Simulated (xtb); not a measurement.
xtb input:

```bash
xtb mol.xyz --gfn 2 --ohess tight --chrg 0 --uhf 0
```
mol.xyz:
```
5

Cl     1.82397439     0.09874333    -0.01094306
Sn    -0.53241628    -0.05252895     0.02101525
H     -1.15760304     1.51373394    -0.48276463
H     -0.96009402    -0.43378635     1.59061918
H     -0.91433201    -1.27957859    -1.14373304
```

Question: Predict the final energy.

Answer: -8.19190 Eh (GFN2-xTB).
